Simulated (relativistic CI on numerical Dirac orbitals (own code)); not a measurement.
**Hyperfine structure of Hg57+, mass number 201**

Calculated at this level of theory: Dirac-Coulomb-Breit CI, KLI orbitals optimised for each configuration, model QED (radiative potential, 1s self-energy scaled to tabulated hydrogen-like ionisation energies), unscaled Slater integrals (own radial code, finite nucleus).

Configuration list (outside the closed core [Ne]): 3s²3p⁶3d⁵, 3s²3p⁵3d⁶, 3s²3p⁴3d⁷, 3s3p⁶3d⁶, 3p⁶3d⁷, 3s3p⁵3d⁷, 3s²3p⁶3d⁴4s, 3s²3p⁶3d⁴4p, 3s²3p⁴3d⁶4s, 3s²3p⁵3d⁵4s, 3s²3p⁶3d⁴4f, 3s²3p⁶3d³4s², 3s3p⁶3d⁵4s. Levels of other configurations are missing.

Nuclear spin I = 3/2, μ = -0.558 μN, Q = 0.387 b (tables of Stone and Pyykkö). The electronic factors are computed for point nuclear moments, without core polarisation or the Bohr-Weisskopf and QED corrections.

| Level | E (cm⁻¹) | A (MHz) | B (MHz) |
| --- | --- | --- | --- |
| 3s²3p⁶3d⁵ ²D3/2 | 1123223 | -47650 | -44300 |
| 3s²3p⁶3d⁵ ⁴D7/2 | 1608930 | -19110 | -1090 |
| 3s²3p⁶3d⁵ ⁴G11/2 | 1611194 | -27680 | 522 |
| 3s²3p⁶3d⁵ ⁴G9/2 | 1629429 | -24180 | -3130 |

Levels with J = 0, under 50 % of one LS term, or S terms without an open s electron are left out. Small factors come from cancelling terms and can be off by tens of per cent or more.

At this charge energies of transitions that change n are usually good to better than 1 %, and those within a shell (Δn = 0) to a few per cent.

Give the hyperfine levels of 3s²3p⁶3d⁵ ²D3/2 relative to its centre of gravity.

With K = F(F + 1) − I(I + 1) − J(J + 1), E = AK/2 + B[¾K(K + 1) − I(I + 1)J(J + 1)]/[2I(2I − 1)J(2J − 1)]: F = 0: 123300, F = 1: 120000, F = 2: 68980, F = 3: -118300 MHz.

LS names give the leading component of a level, which can be under half, so a name can repeat, a term be missing and a line seem to break the LS rules.
